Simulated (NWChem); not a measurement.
System: C$_{4}$H$_{7}$B; SMILES C#CB(C)C

The following NWChem deck was run.

```
start job
memory heap 200 mb stack 900 mb global 1100 mb
geometry units angstroms noautosym nocenter noautoz
  B      0.000000     0.000000     0.410413
  C      0.000000     0.000000    -1.124525
  C      0.000000     0.000000    -2.344143
  H      0.000000     0.000000    -3.419533
  C     -0.025737    -1.373567     1.171411
  H     -0.384987    -1.298213     2.208705
  H      1.030392    -1.705469     1.226490
  H     -0.565936    -2.170930     0.640219
  C      0.025737     1.373567     1.171411
  H      0.384987     1.298213     2.208705
  H     -1.030392     1.705469     1.226490
  H      0.565936     2.170930     0.640219
end
basis spherical
  B library 6-31g*
  C library 6-31g*
  H library 6-31g*
end
dft
  xc b3lyp
  iterations 150
end
property
  response 1 0.0773
end
task dft property
```

Parts of the log:

```
             Northwest Computational Chemistry Package (NWChem) 7.3.0
             --------------------------------------------------------

                             Geometry "geometry" -> ""
                             -------------------------

 Output coordinates in angstroms (scale by  1.889725989 to convert to a.u.)

  No.       Tag          Charge          X              Y              Z
 ---- ---------------- ---------- -------------- -------------- --------------
    1 B                    5.0000     0.00000000     0.00000000     0.41041300
    2 C                    6.0000     0.00000000     0.00000000    -1.12452500
    3 C                    6.0000     0.00000000     0.00000000    -2.34414300
    4 H                    1.0000     0.00000000     0.00000000    -3.41953300
    5 C                    6.0000    -0.02573700    -1.37356700     1.17141100
    6 H                    1.0000    -0.38498700    -1.29821300     2.20870500
    7 H                    1.0000     1.03039200    -1.70546900     1.22649000
    8 H                    1.0000    -0.56593600    -2.17093000     0.64021900
    9 C                    6.0000     0.02573700     1.37356700     1.17141100
   10 H                    1.0000     0.38498700     1.29821300     2.20870500
   11 H                    1.0000    -1.03039200     1.70546900     1.22649000
   12 H                    1.0000     0.56593600     2.17093000     0.64021900

 Effective nuclear repulsion energy (a.u.)     134.2508371687

                              NWChem Property Module
                              ----------------------

                                 NWChem DFT Module
                                 -----------------

 Summary of "ao basis" -> "ao basis" (spherical)
 ------------------------------------------------------------------------------
       Tag                 Description            Shells   Functions and Types
 ---------------- ------------------------------  ------  ---------------------
 B                           6-31g*                  6       14   3s2p1d
 C                           6-31g*                  6       14   3s2p1d
 H                           6-31g*                  2        2   2s

            General Information
            -------------------
          SCF calculation type: DFT
          Wavefunction type:  closed shell.
          No. of atoms     :    12
          No. of electrons :    36
           Alpha electrons :    18
            Beta electrons :    18
          Charge           :     0
          Spin multiplicity:     1
          Use of symmetry is: off; symmetry adaption is: off
          Maximum number of iterations: 150
          AO basis - number of functions:    84
                     number of shells:    44
          Convergence on energy requested:  1.00D-06
          Convergence on density requested:  1.00D-05
          Convergence on gradient requested:  5.00D-04

              XC Information
              --------------
                         B3LYP Method XC Potential
                     Hartree-Fock (Exact) Exchange  0.200
                        Slater Exchange Functional  0.800 local
                    Becke 1988 Exchange Functional  0.720 non-local
              Lee-Yang-Parr Correlation Functional  0.810
                  VWN I RPA Correlation Functional  0.190 local

             Grid Information
             ----------------
          Grid used for XC integration:  medium
          Radial quadrature: Mura-Knowles
          Angular quadrature: Lebedev.
          Tag              B.-S. Rad. Rad. Pts. Rad. Cut. Ang. Pts.
          ---              ---------- --------- --------- ---------
          B                   0.85       49          10.0       434
          C                   0.70       49          11.0       434
          H                   0.35       45          13.0       434
          Grid pruning is: on
          Number of quadrature shells:   560
          Spatial weights used:  Erf1

      Superposition of Atomic Density Guess
      -------------------------------------

 Sum of atomic energies:        -178.65473286

      Non-variational initial energy
      ------------------------------

 Total energy =    -181.451592
 1-e energy   =    -503.364241
 2-e energy   =     187.661811
 HOMO         =      -0.315063
 LUMO         =      -0.031013

   convergence    iter        energy       DeltaE   RMS-Dens  Diis-err
 ---------------- ----- ----------------- --------- --------- ---------
 d= 0,ls=0.0,diis     1   -181.3858799243 -3.16D+02  9.51D-03  4.17D-01
 d= 0,ls=0.0,diis     2   -181.4274516515 -4.16D-02  5.04D-03  1.11D-01
 d= 0,ls=0.0,diis     3   -181.4196846321  7.77D-03  3.19D-03  1.70D-01
 d= 0,ls=0.0,diis     4   -181.4410062442 -2.13D-02  7.86D-04  8.29D-03
 d= 0,ls=0.0,diis     5   -181.4421260282 -1.12D-03  1.01D-04  1.23D-04
  Resetting Diis
 d= 0,ls=0.0,diis     6   -181.4421433117 -1.73D-05  1.84D-05  2.46D-06
 d= 0,ls=0.0,diis     7   -181.4421435699 -2.58D-07  1.54D-05  6.00D-07
 d= 0,ls=0.0,diis     8   -181.4421434969  7.31D-08  9.81D-06  1.11D-06

         Total DFT energy =     -181.442143496870
      One electron energy =     -508.184945903711
           Coulomb energy =      220.836989211154
    Exchange-Corr. energy =      -28.345023973023
 Nuclear repulsion energy =      134.250837168709

[...]

 DFT Linear Response polarizability / au
 Frequency  =       0.0773000 / au
 Wavelength =     589.4353558 / nm
              X              Y              Z
 -----------------------------------------------
 X      34.4094002     -0.2917210     -0.0000000
 Y      -0.2917211     45.1120474      0.0000000
 Z      -0.0000000      0.0000000     77.9325141
 -----------------------------------------------
 Eigenvalues =      34.4014546     45.1199930     77.9325141
 Isotropic   =      52.4846539
 Anisotropic =      39.2842319
 -----------------------------------------------

 Magnetic Dipole Response Matrix (nonzero elements):
```

Level: B3LYP/6-31G* (spherical d). All runs use the structure optimised with PBE0/def2-SVP.
